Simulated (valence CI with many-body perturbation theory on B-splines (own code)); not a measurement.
Forbidden lines of Pb11+

Computed by relativistic CI+MBPT: three valence electrons over a frozen Dirac-Fock core [Xe] 4f14, a basis of 9 s, 9 p, 10 d, 8 f, 5 g, 3 h, 1 i functions for each j, with the one-electron correlation potential Σ1, the two-electron term Σ2, the three-electron term Σ3, Breit, model QED; selected CI, second order for the rest, scaled by the run's own slope (own B-spline code, finite nucleus).

No measured levels were compared; by estimate terms of the open shell hold to 2 to 4 % of their energy, and close levels can change places. Core correlation moves these levels by up to 11000 cm⁻¹, and in measured spectra 5 to 20 % of such shifts remained as error; rates that hang on mixing are uncertain with them. The list stops below the first excitations out of the core. Only levels of the ground parity were solved; by the run's estimate the other parity begins above the list, which can be wrong where configurations are misplaced.

Lines 1 to 50 of 120 in falling wavelength, among levels below 50.845 eV, chosen from the decays that carry over 1 % of a level's rate. Wavelengths and rates use the calculated energies, so an error of 2000 cm⁻¹ moves a line at 3161 nm by 63 % and its rate by three times that or more. Electric multipoles are in the length gauge, E1 and E2 with the static RPA response of the core. Weak lines are less certain than strong ones. Lines between different terms over intervals too small for the method are left out, as are lines whose strength nearly cancels. Where a level lies close to another of its J and parity, the split of strength between their lines is uncertain.

Levels are named by their leading jj configuration (3d3/2^4 stands for four electrons in 3d with j = 3/2), which in mixed levels can hold well under half, so a name can repeat and another be missing. Letters in brackets count levels of one name in rising energy.

```
λ vac (nm)                      Upper                      Lower  Type   A (s⁻¹)  Branch %
      3161      (5d3/2^2 5d5/2) J=9/2      (5d3/2^2 5d5/2) J=7/2    M1  3.50e-01     100.0
      1954      (5d3/2^2 5d5/2) J=1/2      (5d3/2^2 5d5/2) J=3/2    M1  3.33e+00       3.5
      1033      (5d3/2^2 5d5/2) J=3/2  (5d3/2^2 5d5/2) J=5/2 [a]    M1  7.42e+00       2.7
     963.0      (5d3/2^2 5d5/2) J=7/2  (5d3/2^2 5d5/2) J=5/2 [a]    M1  2.72e+01      99.6
     807.3     (5d3/2 5d5/2^2) J=11/2      (5d3/2 5d5/2^2) J=9/2    M1  1.11e+01       5.6
     724.1  (5d3/2 5d5/2^2) J=5/2 [b]  (5d3/2 5d5/2^2) J=3/2 [a]    M1  1.22e+01       3.2
     510.4            (5d5/2^3) J=9/2     (5d3/2 5d5/2^2) J=11/2    M1  2.27e+01       2.2
     500.3  (5d3/2 5d5/2^2) J=5/2 [a]  (5d3/2 5d5/2^2) J=7/2 [a]    M1  1.82e+01       4.1
     494.3  (5d3/2 5d5/2^2) J=5/2 [a]  (5d3/2^2 5d5/2) J=5/2 [b]    M1  8.75e+00       1.9
     485.8  (5d3/2 5d5/2^2) J=3/2 [b]            (5d5/2^3) J=3/2    M1  1.87e+01       1.7
     482.9  (5d3/2^2 5d5/2) J=5/2 [a]            (5d3/2^3) J=3/2    M1  2.80e+02     100.0
     428.1  (5d3/2^2 5d5/2) J=5/2 [b]      (5d3/2^2 5d5/2) J=7/2    M1  9.96e+00       5.9
     423.7  (5d3/2 5d5/2^2) J=7/2 [a]      (5d3/2^2 5d5/2) J=7/2    M1  1.36e+02      18.9
     421.0      (5d3/2 5d5/2^2) J=9/2      (5d3/2^2 5d5/2) J=9/2    M1  2.30e+02      56.7
     420.4  (5d3/2 5d5/2^2) J=5/2 [b]  (5d3/2^2 5d5/2) J=5/2 [b]    M1  1.39e+02      37.0
     415.5  (5d3/2^2 5d5/2) J=5/2 [b]      (5d3/2^2 5d5/2) J=3/2    M1  1.09e+02      65.1
     371.6      (5d3/2 5d5/2^2) J=9/2      (5d3/2^2 5d5/2) J=7/2    M1  1.75e+02      43.2
     371.0            (5d5/2^3) J=3/2      (5d3/2 5d5/2^2) J=1/2    M1  1.35e+02      13.1
     366.2  (5d3/2 5d5/2^2) J=7/2 [b]  (5d3/2 5d5/2^2) J=7/2 [a]    M1  3.87e+01      12.6
     363.0  (5d3/2 5d5/2^2) J=7/2 [b]  (5d3/2^2 5d5/2) J=5/2 [b]    M1  1.31e+01       4.3
     354.6            (5d5/2^3) J=5/2            (5d5/2^3) J=3/2    M1  3.61e+01       1.9
     345.7  (5d3/2 5d5/2^2) J=3/2 [a]      (5d3/2^2 5d5/2) J=1/2    M1  1.05e+02       9.4
     335.9            (5d5/2^3) J=3/2  (5d3/2 5d5/2^2) J=3/2 [a]    M1  2.34e+02      22.6
     329.1      (5d3/2^2 5d5/2) J=3/2            (5d3/2^3) J=3/2    M1  2.70e+02      97.2
     315.0      (5d3/2 5d5/2^2) J=1/2      (5d3/2^2 5d5/2) J=1/2    M1  5.89e+02      93.8
     312.7            (5d5/2^3) J=9/2      (5d3/2 5d5/2^2) J=9/2    M1  4.21e+02      41.2
     296.3  (5d3/2^2 5d5/2) J=5/2 [b]  (5d3/2^2 5d5/2) J=5/2 [a]    M1  1.91e+01      11.4
     294.2  (5d3/2 5d5/2^2) J=7/2 [a]  (5d3/2^2 5d5/2) J=5/2 [a]    M1  5.84e+02      81.1
     293.7  (5d3/2 5d5/2^2) J=3/2 [a]      (5d3/2^2 5d5/2) J=3/2    M1  6.09e+02      54.1
     283.4            (5d5/2^3) J=9/2  (5d3/2 5d5/2^2) J=7/2 [a]    M1  5.44e+02      53.2
     281.6      (5d3/2^2 5d5/2) J=1/2            (5d3/2^3) J=3/2    M1  9.10e+01      94.7
     281.6      (5d3/2^2 5d5/2) J=1/2            (5d3/2^3) J=3/2    E2  1.72e+00       1.8
     276.7     (5d3/2 5d5/2^2) J=11/2      (5d3/2^2 5d5/2) J=9/2    M1  1.86e+02      94.3
     271.3      (5d3/2 5d5/2^2) J=1/2      (5d3/2^2 5d5/2) J=3/2    M1  2.23e+01       3.5
     251.6            (5d5/2^3) J=3/2  (5d3/2^2 5d5/2) J=5/2 [b]    M1  3.54e+02      34.2
     249.3  (5d3/2 5d5/2^2) J=3/2 [b]  (5d3/2 5d5/2^2) J=5/2 [a]    M1  4.76e+02      42.5
     247.5            (5d5/2^3) J=5/2  (5d3/2 5d5/2^2) J=7/2 [b]    M1  1.94e+02      10.0
     229.4  (5d3/2 5d5/2^2) J=5/2 [a]      (5d3/2^2 5d5/2) J=7/2    M1  1.19e+02      26.5
     228.7  (5d3/2 5d5/2^2) J=3/2 [a]  (5d3/2^2 5d5/2) J=5/2 [a]    M1  3.49e+02      31.0
     226.4            (5d5/2^3) J=5/2  (5d3/2 5d5/2^2) J=5/2 [b]    M1  5.08e+02      26.2
     225.7  (5d3/2 5d5/2^2) J=5/2 [a]      (5d3/2^2 5d5/2) J=3/2    M1  2.12e+02      47.3
     212.1  (5d3/2 5d5/2^2) J=5/2 [b]      (5d3/2^2 5d5/2) J=7/2    M1  1.53e+02      40.7
     210.3  (5d3/2 5d5/2^2) J=3/2 [b]      (5d3/2 5d5/2^2) J=1/2    M1  1.28e+02      11.4
     209.6            (5d5/2^3) J=5/2  (5d3/2 5d5/2^2) J=5/2 [a]    M1  1.22e+02       6.3
     209.5  (5d3/2 5d5/2^2) J=7/2 [b]      (5d3/2^2 5d5/2) J=9/2    M1  1.27e+02      41.4
     209.0  (5d3/2 5d5/2^2) J=5/2 [b]      (5d3/2^2 5d5/2) J=3/2    M1  2.46e+01       6.6
     198.6  (5d3/2 5d5/2^2) J=3/2 [b]  (5d3/2 5d5/2^2) J=3/2 [a]    M1  2.39e+02      21.3
     196.4  (5d3/2 5d5/2^2) J=7/2 [b]      (5d3/2^2 5d5/2) J=7/2    M1  8.37e+01      27.2
     185.3  (5d3/2 5d5/2^2) J=5/2 [a]  (5d3/2^2 5d5/2) J=5/2 [a]    M1  5.35e+01      11.9
     183.6  (5d3/2^2 5d5/2) J=5/2 [b]            (5d3/2^3) J=3/2    M1  2.83e+01      16.9
```
